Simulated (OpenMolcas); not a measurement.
Levels of Fe4+ by method

```json
{
 "Program": "OpenMolcas 26.06",
 "Basis": "ANO-RCC-VTZP [6s5p3d2f1g]",
 "Scalar Hamiltonian": "DKH2, point nucleus",
 "Active space": "4 electrons in 10 orbitals (3d 4d)",
 "State averaging": "2S+1 = 5 even, 5 roots; 2S+1 = 3 even, 45 roots; 2S+1 = 1 even, 44 roots",
 "Spin-orbit coupling": "state interaction with AMFI integrals over the reference wave functions, term energies averaged over their components"
}
```

Methods on the same reference wave functions:
A. CASSCF
B. SS-CASPT2, IPEA 0.25 Eh, imaginary shift 0.1 Eh (closed shells correlated: 3s 3p)
C. MS-CASPT2, IPEA 0.25 Eh, imaginary shift 0.1 Eh (closed shells correlated: 3s 3p)
D. XMS-CASPT2, IPEA 0.25 Eh, imaginary shift 0.1 Eh (closed shells correlated: 3s 3p)

Energies in cm⁻¹ above 3d⁴ ⁵D₀, the measured ground level; measured values from Corliss and Sugar, J. Phys. Chem. Ref. Data 11, 135 (1982).

```tsv
Level	A	B	C	D	Measured
3d⁴ ⁵D₀	0.0	0.0	0.0	0.0	0.0
3d⁴ ⁵D₁	153	155	155	154	142
3d⁴ ⁵D₂	450	455	455	453	417
3d⁴ ⁵D₃	878	884	884	882	803
3d⁴ ⁵D₄	1422	1426	1426	1425	1283
3d⁴ ³H₄	26397	25540	25540	26350	24932
3d⁴ ³H₅	26735	25890	25890	26700	25226
3d⁴ ³H₆	27109	26280	26280	27100	25528
3d⁴ ³P₀(1)	28126	24820	24810	25950	24055
3d⁴ ³P₁(1)	29022	25740	25740	26880	24973
3d⁴ ³F₂(1)	30431	27570	27570	28720	26761
3d⁴ ³F₃(1)	30518	27670	27670	28800	26842
3d⁴ ³P₂(1)	30591	27300	27300	28440	26468
3d⁴ ³F₄(1)	30697	27850	27850	28970	26974
3d⁴ ³G₃	33302	30670	30670	31500	29817
3d⁴ ³G₄	33698	31070	31070	31900	30147
3d⁴ ³G₅	34010	31410	31410	32230	30430
3d⁴ ¹I₆	40011	38800	38800	39500	37512
3d⁴ ¹G₄(1)	42133	38330	38330	39070	36586
3d⁴ ³D₃	43165	37820	37820	38710	36630
3d⁴ ³D₂	43273	37950	37950	38830	36758
3d⁴ ³D₁	43404	38070	38070	38960	36925
3d⁴ ¹S₀	48947	41480	41480	42580	39633
3d⁴ ¹D₂	52265	48230	48230	48620	46291
```

Deviations, from unrounded energies. A percentage is the sum of absolute deviations over the sum of measured energies, with the sign that they share, or ± where signs differ.

| Against measurement | Levels | A | B | C | D |
| --- | --- | --- | --- | --- | --- |
| mean absolute deviation (cm-1) | 23 | 3500 | 880 | 880 | 1600 |
| fine structure of the ground term (%) | 4 | +9.8 | +10.3 | +10.4 | +10.2 |
| other terms of the ground configuration (%) | 19 | +13.7 | +3.4 | +3.4 | +6.3 |

B, C lie about equally close to measurement and A furthest from it. The largest miss of C in the table is 3d⁴ ¹D₂, by +1900 cm-1. The ranking rests on the paired levels alone, and a cruder setting can come out closer through cancelling errors.

Among B to D the level of the table that moves most is 3d⁴ ³F₂(1), by 1100 cm-1 (lowest in B, highest in D). Moves below CASPT2's spread within the term are not significant.

The mean deviations of B to D differ by less than CASPT2's widest spread within a term (930 cm-1), so their order carries little weight.

From A to B the spin-free energies of the other terms of 3d⁴ shown, above ⁵D, scale by factors of 0.84 to 0.97, as is usual when dynamic correlation screens the repulsion within a d or f shell.

The lowest spin-free term lies below A's lowest term by 0.313 hartree in B, 0.313 hartree in C, 0.318 hartree in D.

CASPT2 does not keep the components of a term degenerate, so their means are used; among the terms shown or strongly mixed into the levels shown the widest spread is 930 cm-1 (3d⁴ ¹I, C). Active for correlation alone: 4d; no level in the range computed is led by a configuration that fills it, so any true level of that kind is missing. The CASPT2 spread within a term exceeds the gap to the next term for 3d⁴ ¹G(1) and 3d⁴ ¹I, so the order of their levels is uncertain (figures for C; the like holds for D). Without dynamic correlation excited terms often stand tens of per cent too high (terms of higher spin than the ground term too low), and those without a measured partner can miss by more than the paired ones (holds for A). Computed and measured levels are paired by configuration, term and J; levels that our copy of the source lacks, or whose pairing is in doubt (as where it misses far off the trend of its configuration), stay unpaired and out of the deviations. Only configurations of the active space appear. The table leaves out levels that lie high or whose names do not pair safely across all columns.

A number in round brackets counts repeated terms of one configuration in the order of the reference energies.
